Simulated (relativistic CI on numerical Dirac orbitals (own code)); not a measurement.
**Radial parameters of Eu LVII**

Computed by Dirac-Coulomb-Breit CI, orbitals from a KLI potential per configuration, QED by a radiative potential, unscaled Slater integrals (own radial code, finite nucleus).

Slater integrals F^k, G^k are unscaled and averaged over j, outside the closed core 1s2; ζ comes from projecting the Hamiltonian with its Breit term on Σ l·s of the shell.

- 2s²2p³: F^2(2p,2p) = 1.1812e+06, ζ(2p) = 3.7057e+06 cm⁻¹; <r>(2p) = 0.07999, <r^2>(2p) = 0.007778 (bohr units).
- 2s2p⁴: F^2(2p,2p) = 1.1798e+06, G^1(2s,2p) = 1.2622e+06, ζ(2p) = 3.6941e+06 cm⁻¹; <r>(2s) = 0.0914, <r^2>(2s) = 0.009881, <r>(2p) = 0.08009, <r^2>(2p) = 0.007796 (bohr units).
- 2p⁵: ζ(2p) = 3.6827e+06 cm⁻¹; <r>(2p) = 0.08021, <r^2>(2p) = 0.007821 (bohr units).

Averages of the first 10 configurations, taken without configuration mixing, which lowers the lowest level and can move excited configurations by several eV; other configurations of the list can lie among them:

| Configuration | Parity | States | Average energy above the lowest level (eV) |
| --- | --- | --- | --- |
| 2s²2p³ | odd | 20 | 685.8 |
| 2s2p⁴ | even | 30 | 1433.1 |
| 2p⁵ | odd | 6 | 2231.9 |
| 2p⁴3s | even | 30 | 8732.6 |
| 2p⁴3p | odd | 90 | 8945.2 |
| 2p⁴3d | even | 150 | 9128.1 |
| 2s²2p²3s | even | 30 | 7250.6 |
| 2s²2p²3p | odd | 90 | 7472.2 |
| 2s²2p²3d | even | 150 | 7655.3 |
| 2s2p³3s | odd | 80 | 7965.7 |
